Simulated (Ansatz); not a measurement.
Species: C$_{3}$H$_{3}$N$_{2}$, net charge 0, doublet state. It need not be the lowest isomer of its formula. 
Structure (B3LYP-D3(BJ)/def2-TZVP (Ansatz, a quantum-chemistry and plane-wave program) minimum search):
SMILES: [N]1C=CC=N1
```xyz
8

C      0.3926    -1.0187    -0.3982
C      1.1426     0.1571    -0.0640
N      0.3597     1.1035     0.3495
N     -1.0121     0.5894     0.3122
C     -0.9600    -0.6308    -0.1211
H      0.7573    -1.9651    -0.7681
H      2.2119     0.2961    -0.1267
H     -1.8531    -1.2272    -0.2372
```
Charge 0, spin multiplicity 2.

Total electronic energies in hartree. Valence correlation only, unless marked. Open shells are spin-unrestricted. Spin-orbit coupling is left out. Non-relativistic unless marked X2C. CBS marks a two-point X^-3 extrapolation of the correlation energy; Hartree-Fock from the larger set (for Q and 5 zeta extrapolated as (X+1)exp(-9√X)).

The UHF reference is spin-contaminated (<S^2> 0.37 over the pure value in the largest basis). 

| level | program | energy (Eh) |
|---|---|---|
| B3LYP-D4/def2-TZVPD | Ansatz + dftd4 | ___ |
| HSE06-D3(BJ)/def2-TZVPD | Ansatz + dftd3 | ___ |
| CAM-B3LYP-D4/def2-TZVPD | Ansatz + dftd4 | ___ |
| LC-wPBE-D3(BJ)/def2-TZVPD | Ansatz + dftd3 | -225.44554 |
| PBE-QIDH/def2-TZVPD | Ansatz | -225.28952 |
| MP2/cc-pwCVTZ | Ansatz | -225.05147 |
| MP2/CBS(cc-pVQZ,cc-pV5Z) | Ansatz | -225.1545 |
| X2C-CCSD(T)/cc-pVTZ-DK | Ansatz | -225.23094 |
| CCSD(T)/CBS(cc-pVQZ,cc-pV5Z) | Ansatz | -225.2318 |

Question: What belongs in the gaps?

Answer: 
- B3LYP-D4/def2-TZVPD, energy (Eh): -225.61289
- HSE06-D3(BJ)/def2-TZVPD, energy (Eh): -225.33027
- CAM-B3LYP-D4/def2-TZVPD, energy (Eh): -225.49382
